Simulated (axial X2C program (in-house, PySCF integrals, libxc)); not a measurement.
# Bond lengths and stretching modes, held linear, of FAsF

Computed with an axial X2C code built on PySCF integrals: two-component X2C with atomic mean-field Coulomb and Gaunt terms, Gaussian nuclei, basis F dyall-av3z, As dyall-v3z with contracted cores. Spin-free rows use the one-electron spin-free X2C Hamiltonian.

Masses F 18.998, As 74.922, F 18.998 u. States: 2c Ω = 1/2 (beyond evenly filled blocks: ω = 1/2); spin-free M_S = 1/2, Λ = 1 (beyond evenly filled blocks: π+α).

PBE0, 2c: energies above the lowest point

```tsv
r(F–As) (Å)	r(As–F) (Å)	E (meV)
1.7774	1.7774	47.77
1.7774	1.8230	19.94
1.7774	1.8686	30.54
1.8230	1.7774	19.94
1.8230	1.8230	0.00
1.8230	1.8686	18.14
1.8230	1.9142	66.59
1.8686	1.7774	30.54
1.8686	1.8230	18.14
1.8686	1.8686	43.48
1.9142	1.8230	66.59
1.9142	1.9142	160.56
```

**Question.** Fit a quadratic surface with cubic terms in each bond: where is the minimum, and what are the two stretching wavenumbers?

**Answer.** At PBE0, 2c: bonds 1.823 and 1.823 Å; harmonic stretches 556.9 and 564.4 cm⁻¹; force constants 2.92, 2.92 and coupling 0.55 mdyn/Å.

The other levels and Hamiltonians give:

```
Hamiltonian  level  r(F–As) (Å)  r(As–F) (Å)  lower stretch (cm⁻¹)  upper stretch (cm⁻¹)
         2c     HF        1.805        1.805                 538.8                 569.0
         2c    LDA        1.821        1.821                 551.8                 570.5
         2c    MP2        1.824        1.824                 560.3                 577.6
  spin-free   PBE0        1.822        1.822                 557.2                 564.6
  spin-free     HF        1.804        1.804                 539.3                 569.5
  spin-free    LDA        1.820        1.820                 552.0                 570.5
  spin-free    MP2        1.823        1.823                 560.7                 578.2
```

Each state is one determinant, the lowest of a limited PBE0 search; the stretches come from a fit to these few points and carry an uncertainty of a few per cent. Other orders of the atoms were not compared. MP2 freezes inner shells (threshold -2 hartree). The molecule was held linear; bending was not examined, so a bent shape may lie lower. Note: functional without a current term on a determinant with orbital currents, of the molecule or an atom.
